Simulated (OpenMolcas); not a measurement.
**Ag⁶⁺: effect of the basis set**

| Property | Result |
| --- | --- |
| Program | OpenMolcas |
| Method | SS-CASPT2, IPEA 0.25 Eh, imaginary shift 0.1 Eh (closed shells correlated: 4s 4p) |
| Active space | 5 electrons in 10 orbitals (4d 5d) |
| State averaging | 2S+1 = 6 even, 1 root; 2S+1 = 4 even, 24 roots; 2S+1 = 2 even, 67 roots |
| Spin-orbit coupling | RASSI with atomic mean-field integrals over the reference wave functions, term energies averaged over their components |

A. ANO-R2 [7s5p4d2f1g], X2C, finite nucleus; CASPT2 step roughly 25 core-minutes
B. ANO-RCC-VTZP [7s6p4d2f1g], DKH2, point nucleus; CASPT2 step about 30 core-minutes
C. ANO-RCC-VQZP [8s7p5d3f2g1h], DKH2, point nucleus; CASPT2 step of the order of 27 core-minutes

Energies in eV above 4d⁵ ⁶S_5/2, the measured ground level; measured values from the list in Gamrath, thesis, University of Mons (2023).

```csv
Level,A,B,C,Measured
4d⁵ ⁶S_5/2,0.0000,0.0000,0.0000,0.0000
4d⁵ ⁴G_5/2,3.864,3.890,3.868,3.6439
4d⁵ ⁴G_7/2,3.970,3.998,3.973,3.7664
4d⁵ ⁴G_11/2,4.010,4.040,4.012,3.8016
4d⁵ ⁴G_9/2,4.030,4.060,4.033,3.8320
4d⁵ ⁴P_3/2 [54 %],4.325,4.345,4.335,
4d⁵ ⁴P_1/2 [67 %],4.518,4.535,4.523,4.2905
4d⁵ ⁴D_7/2,4.742,4.781,4.764,4.5236
4d⁵ ⁴D_1/2 [68 %],4.997,5.028,5.009,4.7963
4d⁵ ⁴D_5/2 [54 %],5.084,5.112,5.093,
4d⁵ ⁴D_3/2 [53 %],5.133,5.160,5.140,
4d⁵ ²I_11/2,5.788,5.824,5.772,5.4567
4d⁵ ²I_13/2,5.968,6.007,5.949,5.6470
4d⁵ ²D_3/2(1) [53 %],6.275,6.308,6.288,
4d⁵ ⁴F_7/2 [51 %],6.394,6.439,6.418,
4d⁵ ⁴F_9/2 [63 %],6.415,6.468,6.444,6.0881
4d⁵ ⁴F_5/2,6.632,6.684,6.662,6.3293
4d⁵ ²F_7/2(1) [53 %],6.900,6.934,6.903,
4d⁵ ⁴F_3/2 [53 %],6.980,7.021,6.993,
4d⁵ ²H_9/2 [51 %],7.017,7.059,7.024,
4d⁵ ²G_7/2(1) [75 %],7.270,7.315,7.279,6.9150
4d⁵ ²H_11/2,7.532,7.566,7.517,7.1864
4d⁵ ²F_7/2(2),7.724,7.783,7.750,7.4133
4d⁵ ²S_1/2,8.304,8.371,8.350,
```

Deviations, from unrounded energies. A percentage is the sum of absolute deviations over the sum of measured energies, with the sign that they share, or ± where signs differ.

| Against measurement | Levels | A | B | C |
| --- | --- | --- | --- | --- |
| mean absolute deviation (cm-1) | 14 | 2200 | 2500 | 2200 |
| other terms of the ground configuration (%) | 14 | +5.1 | +5.8 | +5.2 |

A, C lie about equally close to measurement and B furthest from it. The largest miss of A in the table is 4d⁵ ²G_7/2(1) [75 %], by +2900 cm-1. The ranking rests on the paired levels alone, and a cruder setting can come out closer through cancelling errors.

Among A to C the level of the table that moves most is 4d⁵ ²S_1/2, by 540 cm-1 (lowest in A, highest in B). Moves below CASPT2's spread within the term are not significant.

Term energies are means over components that CASPT2 splits; among the terms shown or strongly mixed into the levels shown the widest spread is 170 cm-1 (4d⁵ ⁴F, A). Active for correlation alone: 5d; no level in the range computed is led by a configuration that fills it, so any true level of that kind is missing. Computed and measured levels are paired by configuration, term and J; levels that our copy of the source lacks, or whose pairing is in doubt (as where it misses far off the trend of its configuration), stay unpaired and out of the deviations. Levels of configurations outside the active space are missing. The table leaves out levels that lie high or whose names do not pair safely across all columns.

A share in square brackets marks a mixed level and gives the weight of the term that names it, the lowest over the columns. A number in round brackets counts repeated terms of one configuration in the order of the reference energies.
